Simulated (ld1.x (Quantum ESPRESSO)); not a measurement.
## Configuration tests for vanadium (V) (PAW)

```json
{"Element": "vanadium", "Generator": "ld1.x (Quantum ESPRESSO) 7.5", "Type": "PAW", "Functional": "PBEsol", "Relativity": "fully relativistic", "Frozen core": "[Ar]", "Valence charge": "5", "Reference configuration": "3d3.5 4s1.5 4p0", "Partial waves": "4s (bound): rcut 2.45, rcutus 2.70 bohr; 4s channel at 0.15 Ry: rcut 2.45, rcutus 2.70 bohr; 4p (bound, empty): rcut 3.80, rcutus 4.15 bohr; 4p channel at 2.05 Ry: rcut 3.80, rcutus 4.15 bohr; 3d (bound): rcut 1.85, rcutus 2.35 bohr; 3d channel at 0.25 Ry: rcut 1.85, rcutus 2.35 bohr", "Local potential": "all-electron potential smoothed inside 2.30 bohr (lloc = -1)", "Core correction": "a·sin(br)/r model core, default radius (ld1.x builds one for every PAW set, though the input has nlcc=.false.)", "Augmentation charge": "PSQ, inside the norm-conserving radii"}
```

Open shells are filled in proportion to 2j + 1 (rel_dist='average').

Energies are relative to the spin-unpolarised reference configuration 3d3.5 4s1.5 4p0; without spin polarisation the order of configurations can differ from experiment. Not all tests gave a result: 1 of 7 tests not solved or not reliable. Left out of the table: 3d1 4s0 4p0 (solver errors, printed error -18.7 eV). The frozen-core shift is the all-electron ΔE with the core orbitals held at their reference shape minus the fully relaxed ΔE.

```tsv
valence configuration	charge	ΔE all-electron (eV)	error AE − PS (meV)	frozen-core shift (meV)
3d3 4s1 4p0	+1	7.698	-28	+27
3d3 4s0 4p0	+2	21.901	-63	+50
3d2 4s2 4p1	0	5.750	-435	+458
3d3 4s0 4p1	+1	11.812	-36	+37
```

**Question.** What are ΔE and the potential's error for 3d3 4s0 4p2?

**Answer.** ΔE = 6.826 eV all-electron; the error (AE − PS) is -36 meV.

**Question.** What are ΔE and the potential's error for 3d3 4s2 4p0?

**Answer.** ΔE = -0.052 eV all-electron; the error (AE − PS) is -30 meV.

The ghost test of this file was not conclusive.
